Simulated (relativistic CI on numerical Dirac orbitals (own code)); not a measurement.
**Forbidden lines of Au LIV**

Calculated at this level of theory: Dirac-Coulomb-Breit CI, separate exchange-only KLI orbitals for each configuration, model QED, unscaled Slater integrals (own radial code, finite nucleus).

Configuration list (outside the closed core [Ne]): 3s2 3p6 3d8, 3s2 3p5 3d9, 3s2 3p4 3d10, 3s 3p6 3d9, 3p6 3d10, 3s 3p5 3d10, 3s2 3p6 3d7 4s, 3s2 3p6 3d7 4p, 3s2 3p4 3d9 4s, 3s2 3p6 3d7 4d, 3s2 3p4 3d9 4p, 3s2 3p5 3d8 4s, 3s2 3p6 3d7 4f, 3s2 3p4 3d9 4d, 3s 3p5 3d9 4s, 3s2 3p5 3d8 4p. Levels of other configurations are missing.

```csv
λ vac (nm),Lower,Upper,Type,A (s⁻¹),E lower (10³ cm⁻¹),E upper (10³ cm⁻¹)
0.59868,3s2 3p6 3d8 3F_4 [1],3s2 3p6 3d7 4s 3P_2 [49],E2,9.79e+09,0.0,16703.4
0.59882,3s2 3p6 3d8 3F_4 [1],3s2 3p6 3d7 4s 3H_6 [48],E2,9.77e+09,0.0,16699.5
0.59981,3s2 3p6 3d8 3F_4 [1],3s2 3p6 3d7 4s 5P_3 [45],E2,3.65e+09,0.0,16671.8
0.60082,3s2 3p6 3d8 3F_4 [1],3s2 3p6 3d7 4s 3H_4 [42],E2,3.44e+09,0.0,16643.9
0.60134,3s2 3p6 3d8 1D_2 [2],3s2 3p6 3d7 4s 3P_0 [51],E2,7.68e+09,79.6,16709.1
0.60152,3s2 3p6 3d8 3F_4 [1],3s2 3p6 3d7 4s 5F_5 [41],E2,7.47e+09,0.0,16624.6
0.60184,3s2 3p6 3d8 1D_2 [2],3s2 3p6 3d7 4s 3P_1 [47],E2,7.84e+09,79.6,16695.3
0.60295,3s2 3p6 3d8 3F_4 [1],3s2 3p6 3d7 4s 3F_3 [40],E2,3.72e+09,0.0,16585.0
0.60302,3s2 3p6 3d8 1D_2 [2],3s2 3p6 3d7 4s 5P_2 [44],E2,5.34e+09,79.6,16662.7
0.60306,3s2 3p6 3d8 1D_2 [2],3s2 3p6 3d7 4s 5F_1 [43],E2,1.26e+09,79.6,16661.8
0.60369,3s2 3p6 3d8 3F_4 [1],3s2 3p6 3d7 4s 5F_4 [39],E2,3.79e+09,0.0,16564.9
0.60660,3s2 3p6 3d8 1D_2 [2],3s2 3p6 3d7 4s 5F_4 [39],E2,2.00e+09,79.6,16564.9
0.60950,3s2 3p6 3d8 1S_0 [3],3s2 3p6 3d7 4s 5P_2 [44],E2,1.33e+09,255.9,16662.7
0.62364,3s2 3p6 3d8 3F_4 [1],3s2 3p6 3d7 4s 1D_2 [38],E2,6.04e+09,0.0,16034.9
0.62438,3s2 3p6 3d8 3F_4 [1],3s2 3p6 3d7 4s 3D_3 [37],E2,8.99e+09,0.0,16015.9
0.62622,3s2 3p6 3d8 3F_3 [4],3s2 3p6 3d7 4s 3P_1 [47],E2,8.96e+09,726.6,16695.3
0.62672,3s2 3p6 3d8 3F_4 [1],3s2 3p6 3d7 4s 3P_2 [35],E2,7.30e+09,0.0,15956.0
0.62675,3s2 3p6 3d8 1D_2 [2],3s2 3p6 3d7 4s 1D_2 [38],E2,9.42e+09,79.6,16034.9
0.62715,3s2 3p6 3d8 3F_3 [4],3s2 3p6 3d7 4s 5P_3 [45],E2,2.05e+09,726.6,16671.8
0.62750,3s2 3p6 3d8 1D_2 [2],3s2 3p6 3d7 4s 3D_3 [37],E2,8.83e+08,79.6,16015.9
0.62750,3s2 3p6 3d8 3F_3 [4],3s2 3p6 3d7 4s 5P_2 [44],E2,7.55e+09,726.6,16662.7
0.62754,3s2 3p6 3d8 3F_3 [4],3s2 3p6 3d7 4s 5F_1 [43],E2,3.44e+09,726.6,16661.8
0.62824,3s2 3p6 3d8 3F_3 [4],3s2 3p6 3d7 4s 3H_4 [42],E2,1.03e+10,726.6,16643.9
0.62900,3s2 3p6 3d8 3P_2 [5],3s2 3p6 3d7 4s 3P_0 [51],E2,1.79e+10,810.8,16709.1
0.62901,3s2 3p6 3d8 3F_3 [4],3s2 3p6 3d7 4s 5F_5 [41],E2,1.08e+09,726.6,16624.6
0.62922,3s2 3p6 3d8 3P_2 [5],3s2 3p6 3d7 4s 3P_2 [49],E2,1.19e+10,810.8,16703.4
0.62938,3s2 3p6 3d8 1D_2 [2],3s2 3p6 3d7 4s 1P_1 [36],E2,2.09e+10,79.6,15968.2
0.62954,3s2 3p6 3d8 3P_2 [5],3s2 3p6 3d7 4s 3P_1 [47],E2,1.55e+09,810.8,16695.3
0.62987,3s2 3p6 3d8 1D_2 [2],3s2 3p6 3d7 4s 3P_2 [35],E2,4.82e+09,79.6,15956.0
0.63041,3s2 3p6 3d8 3F_4 [1],3s2 3p6 3d7 4s 3F_4 [34],E2,2.06e+10,0.0,15862.7
0.63048,3s2 3p6 3d8 3P_2 [5],3s2 3p6 3d7 4s 5P_3 [45],E2,2.11e+09,810.8,16671.8
0.63058,3s2 3p6 3d8 3F_3 [4],3s2 3p6 3d7 4s 3F_3 [40],E2,1.24e+10,726.6,16585.0
0.63087,3s2 3p6 3d8 3P_2 [5],3s2 3p6 3d7 4s 5F_1 [43],E2,2.81e+09,810.8,16661.8
0.63111,3s2 3p6 3d8 3P_1 [7],3s2 3p6 3d7 4s 3P_2 [49],E2,8.12e+09,858.3,16703.4
0.63122,3s2 3p6 3d8 1G_4 [6],3s2 3p6 3d7 4s 3H_6 [48],E2,1.56e+09,857.1,16699.5
0.63138,3s2 3p6 3d8 3F_3 [4],3s2 3p6 3d7 4s 5F_4 [39],E2,1.93e+09,726.6,16564.9
0.63159,3s2 3p6 3d8 3P_2 [5],3s2 3p6 3d7 4s 3H_4 [42],E2,5.78e+09,810.8,16643.9
0.63168,3s2 3p6 3d8 3F_4 [1],3s2 3p6 3d7 4s 5F_5 [33],E2,5.06e+09,0.0,15830.8
0.63277,3s2 3p6 3d8 3P_1 [7],3s2 3p6 3d7 4s 5F_1 [43],E2,3.40e+09,858.3,16661.8
0.63344,3s2 3p6 3d8 1G_4 [6],3s2 3p6 3d7 4s 3H_4 [42],E2,4.30e+09,857.1,16643.9
0.63359,3s2 3p6 3d8 1D_2 [2],3s2 3p6 3d7 4s 3F_4 [34],E2,7.15e+09,79.6,15862.7
0.63375,3s2 3p6 3d8 1S_0 [3],3s2 3p6 3d7 4s 1D_2 [38],E2,7.96e+09,255.9,16034.9
0.63395,3s2 3p6 3d8 3P_2 [5],3s2 3p6 3d7 4s 3F_3 [40],E2,1.49e+09,810.8,16585.0
0.63422,3s2 3p6 3d8 1G_4 [6],3s2 3p6 3d7 4s 5F_5 [41],E2,9.18e+08,857.1,16624.6
0.63586,3s2 3p6 3d8 3P_1 [7],3s2 3p6 3d7 4s 3F_3 [40],E2,3.31e+09,858.3,16585.0
```

Terms are leading LS components. Brackets give the number of a level in order of energy, since labels repeat. The list gives strong lines, with weight on those to low levels, among the lowest 200 of 1397 levels, so that lines to higher ones, which can be the strongest, are missing. Levels whose partners in the same complex of configurations lie outside the list can be far off, and so can their lines. Rates are taken at the computed energies, electric ones in the length gauge.

At this charge energies of transitions that change n are usually good to better than 1 %, and those within a shell (Δn = 0) to a few per cent.

LS names give the leading component of a level, which can be under half, so a name can repeat, a term be missing and a line seem to break the LS rules.
